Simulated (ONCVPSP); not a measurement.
# gold: ONCV pseudisation with PBE, scalar-relativistic reference atom.

| Item | Value |
| --- | --- |
| Element | Au |
| Generator | ONCVPSP 4.0.1 |
| Type | optimised norm-conserving Vanderbilt (ONCV) |
| Functional | PBE |
| Relativity | scalar-relativistic |
| Frozen core | [Kr] 4d10 |
| Valence charge | 33 |
| Reference configuration | 4f14 5s2 5p6 5d8 (charge +3) |
| Partial waves | 5s: rc 1.65 bohr, ncon 4, nbas 7, qcut 8.7 1/bohr, 2 projectors, debl 2.8 Ha; 5p: rc 1.15 bohr, ncon 5, nbas 9, qcut 7.9 1/bohr, 2 projectors, debl 1.7 Ha; 5d: rc 1.40 bohr, ncon 4, nbas 8, qcut 7.1 1/bohr, 2 projectors, debl 1.3 Ha; 4f: rc 0.80 bohr, ncon 4, nbas 9, qcut 23.5 1/bohr, 2 projectors, debl 0.8 Ha |
| Local potential | polynomial inside 0.75 bohr (lpopt 5, dvloc0 1 Ha) |
| Core correction | none |

In the s channel the program set the typed energies aside and used -5.316, 0.050 Ha. In the p channel the program set the typed energies aside and used -3.516, 0.250 Ha. In the d channel the program set the typed energies aside and used -1.493, 0.250 Ha. In the f channel the program set the typed energies aside and used -4.327, 0.250 Ha.

(1) Estimate the cutoffs (Ha) at which the residual kinetic energy of the hardest occupied pseudo-wave falls to 1 and 0.1 mHa per electron.

(2) Does the potential have ghost states?

(3) Which valence shell sets the plane-wave cutoff?

(4) Tests: 4f14 5s2 5p6 5d10 6s1; 4f14 5s2 5p6 5d10; 4f14 5s2 5p6 5d9; 4f14 5s2 5p5 5d10 6s1. Which has the largest error in its energy relative to the reference configuration, and how large is it?

Answers

(1) 228 Ha and 248 Ha.

(2) Ghosts flagged at negative energy: s at -332.6 eV; GHOST(+) flagged for p at 135.4 eV. A true bound ghost makes a file unfit for plane-wave use.

(3) 4f: 228 Ha for 1 mHa per electron, against 139 Ha for 5p.

(4) 4f14 5s2 5p5 5d10 6s1, with -61 meV (all-electron minus pseudo) on +1.61 eV.
